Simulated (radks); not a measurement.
Species: K III. Configuration: [He] 2s2 2p5 3s2 3p5 4f1 (not the ground configuration). Calculated with a radial shooting solver on a logarithmic mesh with Libxc functionals: scalar-relativistic Kohn-Sham, PBE, spin-polarised, spherical densities, finite nucleus; open shells are filled with parallel spins first; Fermi nuclear charge, rms radius 3.4349 fm. Some entries of the table are withheld. Estimate them.

| orbital | occ. | eigenvalue (hartree) | <r^2> (bohr^2) | r(max) (bohr) |
|---|---|---|---|---|
| 1s up | 1 | -132.6070 | 0.008831 | 0.05302 |
| 1s down | 1 | -132.5028 | 0.008818 | 0.05300 |
| 2s up | 1 | -15.42083 | 0.1706 | 0.3141 |
| 2s down | 1 | -15.24348 | 0.1716 | 0.3147 |
| 2p up | 3 | -12.85575 | 0.1427 | 0.2577 |
| 2p down | 2 | -12.64926 | 0.1441 | 0.2586 |
| 3s up | 1 | -2.65696 | 1.523 | 1.011 |
| 3s down | 1 | -2.58945 | 1.544 | 1.016 |
| 3p up | 3 | (1) | 1.743 | (2) |
| 3p down | 2 | (3) | 1.780 | (4) |
| 4f up | 1 | -0.23798 | 35.76 | 5.168 |

Answer. 
(1) 3p up eigenvalue (hartree): -1.99444
(2) 3p up r(max) (bohr): 1.046
(3) 3p down eigenvalue (hartree): -1.92902
(4) 3p down r(max) (bohr): 1.053
